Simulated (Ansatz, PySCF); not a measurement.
H₃Si, SMILES [SiH3+], charge +1.

Geometry optimised at PBE0-D3(BJ)/def2-TZVPD.

Vertical ionisation energy (IE) and electron affinity (EA) in eV. Rows of orbital energies are one-electron estimates. Where ΔSCF, EOM or ADC give a negative EA the extra electron is unbound and the value depends on the basis.

| level | IE | EA |
|---|---|---|
| −ε(HOMO), −ε(LUMO), r2SCAN/def2-TZVPD (PySCF) | 16.67 | 10.89 |
| −ε(HOMO), −ε(LUMO), M06-2X/def2-TZVPD (PySCF) | 18.94 | 9.33 |
| −ε(HOMO), −ε(LUMO), PBE/def2-TZVPD (PySCF) | 16.33 | 11.26 |
| EOM-CCSD/aug-cc-pVDZ (PySCF) | 20.78 | 7.73 |
| ΔSCF, CAM-B3LYP/def2-TZVPD (Ansatz), final states of multiplicity 2 and 2 | 20.81 | 7.91 |
| ΔSCF, PBE/def2-TZVPD (Ansatz), final states of multiplicity 2 and 2 | 20.51 | 8.02 |

Question: What vertical singlet–triplet gap does ΔSCF give with CAM-B3LYP/def2-TZVPD (Ansatz, a first-principles code) and with PBE/def2-TZVPD (Ansatz)? (An estimate is asked for; the answer gives what the named calculation found.)

Answer: 5.20 and 4.73 eV (triplet above singlet where positive).
